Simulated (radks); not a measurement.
Results of a calculation; reference values are marked as such.
Task: Spherical jellium clusters: N electrons in a uniform positive sphere of charge N and radius rs N^(1/3), rs = 3.12 bohr. Level of theory: non-relativistic Kohn-Sham, PBE, spin-polarised, spherical densities (a radial shooting solver with Libxc functionals). Levels are named by radial order and angular momentum (1s, 1p, 1d, 2s, ...), and open shells are averaged over m. At N = 13 the configuration is 1s2 1p6 1d(up 5, down 0). The background grows by one charge. Does electron 14 go into 1d down or 2s down or 2s up?

Result: Into 2s up. The total energies of the other choices lie higher by 0.0806 eV (1d down), 0.350 eV (2s down).
